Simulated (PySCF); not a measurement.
In(F)(Br)(Me) (CH3BrFIn), SMILES [In]([CH3])([Br])[F]. Geometry optimised at PBE0-D3(BJ)/def2-SVP. The def2 effective core potentials stand for the cores of In; spin–orbit coupling is left out.

### Question
Give the equilibrium geometry at PBE0-D3(BJ)/def2-SVP (PySCF confirms it by a frequency run) as Cartesian coordinates in Å, and its point group. (Estimate from the structure and the level; the computed values follow.)

### Answer
point group Cs.
```xyz
7

In    -0.0428     0.6653     0.0000
F     -1.9278     1.2031     0.0000
Br     0.1407    -1.8047     0.0000
C      1.5283     2.1104     0.0000
H      2.4991     1.5997     0.0000
H      1.4264     2.7366    -0.8968
H      1.4264     2.7366     0.8968
```
Charge 0, spin multiplicity 1.
